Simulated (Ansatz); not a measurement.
Job for Ansatz (a program for electronic structure): R-CCSD(T)/aug-cc-pV(D+d)Z on HF (SMILES F) with ghost functions, monomers drawn apart or pushed together. Files ending in .json are basis or fitting sets from the Basis Set Exchange.

Ansatz 0.2 input:
```yaml
crystal:
  periodic: [false, false, false]
  atoms:
    - {symbol: F, position_ang: [0.00360347, -0.14085454, -0.34291483]}
    - {symbol: H, position_ang: [0.12754265, -0.35383949, 0.56339649]}
basis:
  gaussian:
    orbitals: aug-cc-pV_D+d_Z.json
    ghost_atoms:
      - {symbol: S, position_ang: [0.32957566, -0.75717258, 3.10158115]}
      - {symbol: H, position_ang: [-0.98047403, -0.55335117, 3.32033218]}
      - {symbol: H, position_ang: [0.63835670, 0.52364297, 3.36568943]}
magnetization: {spin_polarized: false}
correlation: {method: ccsd_t, electrons: outside_noble_gas}
scf: {lower_state_search: off}
```

The head of its log:

```
WARN ansatz: RAYON_NUM_THREADS=1 ignored (pool sized by the plan → 1); use --threads N
Functional definition: HF
these checks for a lower state are left out or cut short: stability, starts, cluster_reference, orbital_swaps, neighbouring_geometries, increment
integrals: 0.06 GiB planned
645 factors; integrals over basis functions are off by at most 1.6e-3 eV
mean field: 0.10 GiB planned
mean field evaluation 1: about -2721.0334 eV, gradient 2.4e1 eV
mean field evaluation 2: about -2721.0332 eV, gradient 2.4e1 eV
mean field evaluation 4: about -2722.0089 eV, gradient 1.2e0 eV
mean field evaluation 8: about -2722.0138 eV, gradient 5.3e-5 eV
mean field -2722.01379012 eV, -100.0321617395 hartree, gradient 1.1e-6 eV, S^2 0.000000; 0 other end points of the search recorded, 0 dependent functions left out
1 core orbitals not correlated
reference -2722.01379012 eV, -100.0321617395 hartree; 4, 4 occupied and 77, 77 virtual orbitals, 645 factors
```

Task: Predict the final total energy.

Result: -100.2638 hartree (reference determinant -100.0322, T1 diagnostic 0.013).
